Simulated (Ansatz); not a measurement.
BCl₂OH⁺, that is BCl2(OH) with one electron fewer. The state is a doublet with charge 1. Geometry PBE0-D4/def2-TZVP, that of the neutral singlet; atoms count from 1.

```xyz
5

B    -0.166   -0.171    0.202
Cl   -1.675   -0.705    0.896
Cl    1.356   -0.809    0.819
O    -0.194    0.723   -0.797
H     0.679    0.961   -1.120
```

Q: Estimate the Mulliken populations from the PBE0/def2-TZVP orbitals of Ansatz.

A: 
```tsv
atom	charge (e)	spin (α − β)
B1	0.23	-0.06
Cl2	0.34	0.54
Cl3	0.30	0.49
O4	-0.25	0.03
H5	0.37	0.00
```
Mulliken values and Mayer orders depend strongly on the basis.

Q: Where does the spin sit?

A: Summed by element: B -0.06, Cl 1.03, O 0.03, H 0.00, of 1 unpaired in all. Largest on single atoms: Cl2 0.54, Cl3 0.49, B1 -0.06.

Q: And the Mayer bond orders between bonded heavy atoms (over 0.3)?

A: B1–Cl2 1.18 (1.75 Å); B1–Cl3 1.18 (1.76 Å); B1–O4 1.56 (1.34 Å). Values over 0.3 also appear between atoms too far apart for a bond (Cl2–Cl3 0.41 at 3.03 Å); they arise where an orbital or an unpaired electron spreads over both atoms.
